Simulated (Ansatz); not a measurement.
Born–Oppenheimer molecular dynamics of ClF₃H₂HfO (8 atoms, charge 0, multiplicity 1). It starts at the highest image of a converged band. Of that band: Beside the main top the profile has a ripple of under 15 meV (maxima at images 3, 7), which may be a very shallow well or noise. A vibrational analysis at the climbing image gives no mode beyond 40i cm⁻¹: the surface is too flat there to confirm a saddle point.

Theory: RKS r2SCAN-D4/def2-SVP (Ansatz 0.2.0).

```json
{
  "ensemble": "NVE (velocity Verlet)",
  "time step": "0.5 fs",
  "steps asked": "200",
  "starting velocities drawn for": "300 K",
  "seed": "5416"
}
```

First frame:

```xyz
8
Properties=species:S:1:pos:R:3
Hf 0.264 -0.485 -0.083
O -0.075 -0.325 2.155
H -0.651 0.347 2.550
F 1.587 0.452 -1.081
F -0.955 0.986 0.259
F -0.812 -1.504 -1.277
Cl 1.629 -2.245 0.890
H 0.335 -0.893 2.825
```

Task: How far do the bonds stretch over the last three quarters of this one trajectory? (Pairs bonded in most of those frames.)

Result: 
```json
{"bond": "Hf1–O2", "mean (Å)": "2.269", "spread (Å)": "0.020", "shortest": "2.23", "longest": "2.30"}
{"bond": "Hf1–F4", "mean (Å)": "1.905", "spread (Å)": "0.004", "shortest": "1.90", "longest": "1.91"}
{"bond": "Hf1–F5", "mean (Å)": "1.939", "spread (Å)": "0.019", "shortest": "1.91", "longest": "1.97"}
{"bond": "Hf1–F6", "mean (Å)": "1.905", "spread (Å)": "0.028", "shortest": "1.87", "longest": "1.95"}
{"bond": "Hf1–Cl7", "mean (Å)": "2.428", "spread (Å)": "0.015", "shortest": "2.40", "longest": "2.44"}
{"bond": "O2–H3", "mean (Å)": "0.972", "spread (Å)": "0.004", "shortest": "0.96", "longest": "0.98"}
{"bond": "O2–H8", "mean (Å)": "0.972", "spread (Å)": "0.004", "shortest": "0.96", "longest": "0.98"}
```

Mean temperature of the second half: 140 K. The conserved energy stayed within 0.048 meV per atom of its start (net change 0.016 meV per atom), so the integration is sound. A run of 0.1 ps of so small a system gives no equilibrium averages. The orbitals stay closed-shell, which can raise the energy where a bond breaks towards radicals; this wasn't checked here.

Run time: 10 min on 4 threads of Arm Neoverse V2, with other jobs on the host, peak memory 0.22 GiB.
